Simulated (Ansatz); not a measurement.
**Worked example: SnH2(SH)2 + CH4S2 → SnH(SH)3 + CH4S**

Species: SnH2(SH)2, singlet; CH4S2 (methyl hydrodisulfide) `CSS`, singlet; SnH(SH)3, singlet; CH4S (methanethiol) `CS`, singlet. The partners trade H for SH: Sn–H and S–SH bonds give way to Sn–SH and S–H.

Shapes, held fixed at every level: PBE0-D4/def2-TZVP. Flexible molecules stand in one conformer, not always the lowest. Programs: Ansatz 0.2.0. Electronic energies: no zero-point or thermal term.

At CCSD(T)/def2-TZVPP; 1 Eh = 2625.50 kJ/mol:

| species | energy (Eh) |
| --- | --- |
| SnH2(SH)2 | -1011.565926 |
| CH4S2 | -835.903040 |
| SnH(SH)3 | -1409.340649 |
| CH4S | -438.165187 |

Question: Work out ΔE of the reaction at this level.

Answer: 
1. Products less reactants: (-1409.340649) + (-438.165187) − [(-1011.565926) + (-835.903040)] = -0.036870 Eh = -96.8 kJ/mol.

Other levels give -101.9 (MP2/def2-TZVPP) to -81.0 kJ/mol (SPW92/def2-TZVPP). No measured value is set beside it here. For atoms past krypton def2 sets carry core potentials with scalar relativity. Outer-core shells of Sn are correlated, in sets that cover them unevenly.
